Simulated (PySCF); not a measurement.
**Polarisability and C₆ of Ge³⁺ (germanium, charge +3)**

[Ar] 3d10 4s1, 2S determinant. All numbers are calculated (PySCF 2.14, scalar relativity through the core potential, in aug-cc-pVTZ-PP with ECP10MDF). Coupled (time-dependent) response in atomic units; α is the mean over directions.

```json
{"method": "UHF", "mean α (bohr³)": "7.324", "C₆ (like pair)": "16.49", "S(−4)": "50.88"}
{"method": "PBE", "mean α (bohr³)": "5.828", "C₆ (like pair)": "12.36", "S(−4)": "30.18"}
{"method": "PBE0", "mean α (bohr³)": "6.150", "C₆ (like pair)": "13.20", "S(−4)": "34.22"}
{"method": "M06", "mean α (bohr³)": "5.310", "C₆ (like pair)": "10.73", "S(−4)": "25.36"}
{"method": "MN15", "mean α (bohr³)": "6.536", "C₆ (like pair)": "14.05", "S(−4)": "39.90"}
```

S(−4) is the Cauchy moment in α(ω) = α(0) + S(−4) ω² + …

α(iu) at PBE0:

```
u (hartree)  α(iu) (bohr³)
          0          6.150
     0.0500          6.066
      0.100          5.828
      0.200          5.050
      0.300          4.162
      0.500          2.752
      0.750          1.764
       1.00          1.245
       1.50         0.7458
       2.00         0.5107
       3.00         0.2881
       5.00         0.1280
```

A single London oscillator, α(iu) = α/(1 + u²/ω²), gives C₆ = (3/4) ω α². Matching the computed C₆ needs ω = 4 × 13.20 / (3 × 6.150²) = 0.465 hartree.

For an ion, C₆ is the dispersion term alone; charge-induced terms of lower order in 1/R come first.

Energies and moments cover only the electrons outside the core potential.
